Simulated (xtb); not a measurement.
C$_{4}$H$_{5}$ (SMILES [CH2]C#CC), doublet, from a rough starting geometry; GFN2-xTB (xtb).

Input for xtb:
```
$ xtb mol.xyz --gfn 2 --uhf 1 --opt vtight --json

# file mol.xyz
9

C     -0.08227313     0.11724310     2.34534562
C     -0.01864917     0.12030313     0.86216266
C      0.01135167     0.09577788    -0.33555368
C     -0.05642570     0.11942784    -1.81874547
H     -0.94706804    -0.38340735     2.74913390
H      0.88518171    -0.34947716     2.76953061
H     -0.04871492     1.11295023    -2.16877348
H      0.93963177    -0.37791029    -2.23786800
H     -0.89159136    -0.38580641    -2.21347928
```

Output, abridged:

```
   ID    Z sym.   atoms
    1    6 C      1-4
    2    1 H      5-9

           -------------------------------------------------
          |                Calculation Setup                |
           -------------------------------------------------

           -------------------------------------------------
          |                 G F N 2 - x T B                 |
           -------------------------------------------------

          ...................................................
          :                      SETUP                      :
          :.................................................:
          :  # basis functions                  21          :
          :  # atomic orbitals                  21          :
          :  # shells                           13          :
          :  # electrons                        21          :
          :  max. iterations                   250          :
          :  Hamiltonian                  GFN2-xTB          :
          :  restarted?                      false          :
          :  GBSA solvation                  false          :
          :  PC potential                    false          :
          :  electronic temp.          300.0000000     K    :
          :  accuracy                    1.0000000          :
          :  -> integral cutoff          0.2500000E+02      :
          :  -> integral neglect         0.1000000E-07      :
          :  -> SCF convergence          0.1000000E-05 Eh   :
          :  -> wf. convergence          0.1000000E-03 e    :
          :  Broyden damping             0.4000000          :
          :  net charge                          0          :
          :  unpaired electrons                  1          :
          ...................................................

 iter      E             dE          RMSdq      gap      omega  full diag
   1    -11.1664914 -0.111665E+02  0.676E+00    5.22       0.0  T
   2    -11.1706986 -0.420719E-02  0.406E+00    4.79       1.0  T
   3    -11.0933377  0.773609E-01  0.276E+00    5.54       1.0  T
   4    -11.1772821 -0.839444E-01  0.342E-01    4.88       1.0  T
   5    -11.1777720 -0.489860E-03  0.839E-02    4.91       1.0  T
   6    -11.1777794 -0.742830E-05  0.389E-02    4.93       1.0  T
   7    -11.1777785  0.921937E-06  0.245E-02    4.92       1.4  T
   8    -11.1777814 -0.286159E-05  0.351E-03    4.92       9.5  T
   9    -11.1777814 -0.334846E-07  0.813E-04    4.93      41.0  T
  10    -11.1777814 -0.772852E-09  0.127E-04    4.92     262.6  T

   *** convergence criteria satisfied after 10 iterations ***

         :::::::::::::::::::::::::::::::::::::::::::::::::::::
         ::                     SUMMARY                     ::
         :::::::::::::::::::::::::::::::::::::::::::::::::::::
         :: total energy             -10.947796319484 Eh    ::
         :: gradient norm              0.165808456250 Eh/a0 ::
         :: HOMO-LUMO gap              4.924857742488 eV    ::
         ::.................................................::
         :: SCC energy               -11.177782421008 Eh    ::
         :: -> isotropic ES            0.002076961743 Eh    ::
         :: -> anisotropic ES          0.001712197741 Eh    ::
         :: -> anisotropic XC          0.012673205248 Eh    ::
         :: -> dispersion             -0.003419017427 Eh    ::
         :: repulsion energy           0.229986101524 Eh    ::
         :: add. restraining           0.000000000000 Eh    ::
         :: total charge              -0.000000000000 e     ::
         :::::::::::::::::::::::::::::::::::::::::::::::::::::

      -----------------------------------------------------------
     |                   =====================                   |
     |                        A N C O P T                        |
     |                   =====================                   |
     |               Approximate Normal Coordinate               |
[...]
 * total energy  :   -10.9710712 Eh     change       -0.2327483E-01 Eh
 * total energy  :   -10.9760897 Eh     change       -0.5018508E-02 Eh
 * total energy  :   -10.9783430 Eh     change       -0.2253326E-02 Eh
 * total energy  :   -10.9788285 Eh     change       -0.4855400E-03 Eh
 * total energy  :   -10.9794928 Eh     change       -0.6642243E-03 Eh
 * total energy  :   -10.9796445 Eh     change       -0.1517172E-03 Eh
 * total energy  :   -10.9796744 Eh     change       -0.2988291E-04 Eh
 * total energy  :   -10.9796778 Eh     change       -0.3401205E-05 Eh
 * total energy  :   -10.9796839 Eh     change       -0.6140884E-05 Eh
 * total energy  :   -10.9796848 Eh     change       -0.9126000E-06 Eh
 * total energy  :   -10.9796851 Eh     change       -0.3257250E-06 Eh
 * total energy  :   -10.9796852 Eh     change       -0.8650635E-07 Eh
   *** GEOMETRY OPTIMIZATION CONVERGED AFTER 13 ITERATIONS ***
         :: total energy             -10.979685218857 Eh    ::
[...]
         6        2.0000           -0.4912642             -13.3680
         7        2.0000           -0.4761184             -12.9558
         8        2.0000           -0.4666721             -12.6988
         9        2.0000           -0.4249129             -11.5625
        10        2.0000           -0.3851734             -10.4811
        11        1.0000           -0.3087761              -8.4022 (HOMO)
        12                         -0.1481633              -4.0317 (LUMO)
        13                         -0.0993912              -2.7046
        14                          0.0813196               2.2128
        15                          0.1685457               4.5864
        16                          0.2012868               5.4773
        17                          0.2245660               6.1108
        18                          0.2281881               6.2093
        19                          0.3391293               9.2282
        20                          0.4698612              12.7856
        21                          1.3881344              37.7731
      -------------------------------------------------------------
                  HL-Gap            0.1606127 Eh            4.3705 eV
             Fermi-level           -0.2877222 Eh           -7.8293 eV

     #   Z          covCN         q      C6AA      α(0)
     1   6 C        2.834    -0.091    30.274     9.017
     2   6 C        1.962    -0.033    31.950     9.128
     3   6 C        1.961    -0.047    32.325     9.182
     4   6 C        3.753    -0.083    22.153     6.712
     5   1 H        0.926     0.043     2.404     2.425
     6   1 H        0.926     0.043     2.404     2.424
     7   1 H        0.924     0.058     2.218     2.329
     8   1 H        0.924     0.054     2.266     2.354
     9   1 H        0.924     0.055     2.265     2.353

 Mol. C6AA /au·bohr⁶  :        847.982068
 Mol. C8AA /au·bohr⁸  :      20210.989795
 Mol. α(0) /au        :         45.923504

Wiberg/Mayer (AO) data.
largest (>0.10) Wiberg bond orders for each atom

 ---------------------------------------------------------------------------
     #   Z sym  total        # sym  WBO       # sym  WBO       # sym  WBO
 ---------------------------------------------------------------------------
     1   6 C    3.633 --     2 C    1.443     6 H    0.962     5 H    0.962
                             3 C    0.224
     2   6 C    3.982 --     3 C    2.452     1 C    1.443
     3   6 C    3.848 --     2 C    2.452     4 C    1.088     1 C    0.224
     4   6 C    3.998 --     3 C    1.088     8 H    0.961     9 H    0.961
                             7 H    0.950
     5   1 H    0.997 --     1 C    0.962
     6   1 H    0.998 --     1 C    0.962
     7   1 H    0.996 --     4 C    0.950
     8   1 H    0.996 --     4 C    0.961
     9   1 H    0.997 --     4 C    0.961
 ---------------------------------------------------------------------------

Topologies differ in total number of bonds
Writing topology from bond orders to xtbtopo.mol

molecular dipole:
                 x           y           z       tot (Debye)
 q only:        0.003       0.034      -0.353
   full:        0.003       0.040      -0.386       0.987
molecular quadrupole (traceless):
                xx          xy          yy          xz          yz          zz
 q only:       -0.853       0.003      -1.206       0.003      -0.293       2.059
  q+dip:       -1.778       0.019      -3.539      -0.025      -0.706       5.317
   full:       -1.143       0.009      -2.068      -0.005      -0.452       3.211

optimized geometry written to: xtbopt.xyz

           -------------------------------------------------
          | TOTAL ENERGY              -10.979685218857 Eh   |
          | GRADIENT NORM               0.000124054317 Eh/α |
          | HOMO-LUMO GAP               4.370495175331 eV   |
           -------------------------------------------------

normal termination of xtb
```
